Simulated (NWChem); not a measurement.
BP2H5; SMILES PBP

```xyz
8

B     -0.7229     0.0389     0.0000
H     -1.9297    -0.1167     0.0000
P      0.1483    -0.1039     1.6676
H     -0.7017     0.7128     2.4802
H      1.2486     0.8065     1.5416
P      0.1483    -0.1039    -1.6676
H      1.2486     0.8065    -1.5416
H     -0.7017     0.7128    -2.4802
```
Atoms are numbered in this order, from 1.

Computed with NWChem. Structure relaxed at the PBE-D3(BJ)/def2-SVP level.

**Question.** What does the run give for PBE/aug-cc-pVDZ? Quantities: highest occupied level (eV); orbital gap (eV); dipole (D).

**Answer.** 
```yaml
highest occupied level (eV): -6.08
orbital gap (eV): 3.40
dipole (D): 1.22
```
